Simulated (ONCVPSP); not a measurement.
What one change does to a pseudopotential (Ru (Z = 44), ONCV)

```json
{
  "Element": "Ru",
  "Generator": "ONCVPSP 4.0.1",
  "Type": "optimised norm-conserving Vanderbilt (ONCV)",
  "Functional": "PBE",
  "Relativity": "scalar-relativistic",
  "Frozen core": "[Ar] 3d10",
  "Valence charge": "16",
  "Reference configuration": "4s2 4p6 4d5 (charge +3)",
  "Partial waves": "4s: rc 1.65 bohr, ncon 4, nbas 8, qcut 7.8 1/bohr, 2 projectors, debl 3.3 Ha; 4p: rc 1.20 bohr, ncon 4, nbas 7, qcut 6.2 1/bohr, 1 projector; 4d: rc 1.70 bohr, ncon 4, nbas 9, qcut 8.6 1/bohr, 2 projectors, debl 3.5 Ha",
  "Local potential": "polynomial inside 1.05 bohr (lpopt 5, dvloc0 1 Ha)",
  "Core correction": "Teter function, fcfact 3.5, rcfact 1.55"
}
```

In the s channel the program set the typed energies aside and used -4.082, 0.050 Ha.

Change: d: qcut 11.5.

Cutoffs: the cutoffs (Ha) at which the residual kinetic energy of the hardest occupied pseudo-wave falls to 1 and 0.1 mHa per electron; they do not see the model core or the augmentation charge, which bear on the density cutoff. Errors are all-electron minus pseudo energies relative to the spin-unpolarised reference configuration.

Task: How do hardness, ghosts and transferability respond?

Result: The potential gets neither clearly harder nor softer (86 Ha and 105 Ha → 86 Ha and 105 Ha); the p channel sets the loose cutoff, while the largest relative change is in d, which becomes harder; of the 3 tests that both files solve, the error grows in 0 and shrinks in 2 by more than 15 % and 0.3 meV (median size 7.7 → 5.7 meV); neither file shows a bound ghost.

| quantity | base | changed |
| --- | --- | --- |
| cutoff, loose | 86 Ha | 86 Ha |
| cutoff, tight | 105 Ha | 105 Ha |
| loose cutoff by channel | s 21 Ha, p 86 Ha, d 25 Ha | s 21 Ha, p 86 Ha, d 29 Ha |
| bound ghosts | none | none |
| GHOST(+) flags under 300 eV | s at 148.2 eV | s at 148.2 eV |
| tests with a reliable result | 3 of 4 | 3 of 4 |
| error for 4s2 4p6 4d7 5s1, meV [ΔE -56.10 eV] | +9.6 | +8.3 |
| error for 4s2 4p6 4d7, meV [ΔE -48.81 eV] | +7.7 | +5.7 |
| error for 4s2 4p6 4d6, meV [ΔE -30.62 eV] | +4.6 | +3.7 |
| s: phases at 1.67 bohr within 0.05 rad from the reference energy up to (Ha; the scan ends near 5) | to the end of the scan | to the end of the scan |
| p: phases at 1.22 bohr within 0.05 rad from the reference energy up to (Ha; the scan ends near 5) | 1.4 | 1.4 |
| d: phases at 1.72 bohr within 0.05 rad from the reference energy up to (Ha; the scan ends near 5) | to the end of the scan | to the end of the scan |
| rms error of d²Exc/dni dnj with the model core, mHa | 2.95 | 2.98 |
